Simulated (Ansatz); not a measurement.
The pair A = HBr (SMILES Br) (first 2 atoms), B = H2Se (SMILES [SeH2]); geometry from B3LYP-D3(BJ)/def2-TZVP.
(charge 0, multiplicity 1):
```xyz
5

Br    -0.3306     0.1312    -0.5702
H     -0.3518     0.1466     0.8749
Se    -0.2333     0.1128     3.3892
H      0.3218    -1.2480     3.3319
H      1.1125     0.7021     3.3192
```

Frozen-core correlation. Filled d and f shells under p-block atoms count as core. MP2 and its Hartree–Fock in aug-cc-pVQZ are density fitted.

Programs: Ansatz (an electronic-structure program). Each number belongs to the level named beside it.

The counterpoise-corrected interaction energy is E(AB) − E(A in the pair's basis) − E(B in the pair's basis). Total energies (hartree):

```
level                           AB  A in the pair's basis  B in the pair's basis
-------------------  -------------  ---------------------  ---------------------
HF/aug-cc-pVTZ       -4974.0968294          -2573.0481896          -2401.0489871
MP2/aug-cc-pVTZ      -4974.4536651          -2573.2265983          -2401.2220314
HF/aug-cc-pVQZ       -4974.1029100          -2573.0510499          -2401.0522393
MP2/aug-cc-pVQZ      -4974.4884908          -2573.2454168          -2401.2377064
CCSD(T)/aug-cc-pVTZ  -4974.5084090          -2573.2524937          -2401.2518472
```

Task: Work out the counterpoise-corrected interaction energy at the basis-set limit: extrapolate the MP2 correlation part as X⁻³, take Hartree–Fock from the larger set, and add the CCSD(T) − MP2 difference of aug-cc-pVTZ.

Result: 
1. Differences (1 hartree = 627.509 kcal/mol): HF/aug-cc-pVTZ 0.218; MP2/aug-cc-pVTZ -3.160; HF/aug-cc-pVQZ 0.238; MP2/aug-cc-pVQZ -3.368; CCSD(T)/aug-cc-pVTZ -2.553.
2. Correlation parts, MP2 less HF: -3.378 in aug-cc-pVTZ (X = 3), -3.606 in aug-cc-pVQZ (X = 4).
3. Limit (4³·(-3.606) − 3³·(-3.378))/(4³ − 3³) = -3.773; with HF/aug-cc-pVQZ it gives -3.535.
4. CCSD(T) less MP2 in aug-cc-pVTZ: 0.607.
Result: -2.93 kcal/mol, against -3.16 at MP2/aug-cc-pVTZ. It is an estimate of this method's limit, not of the exact value.
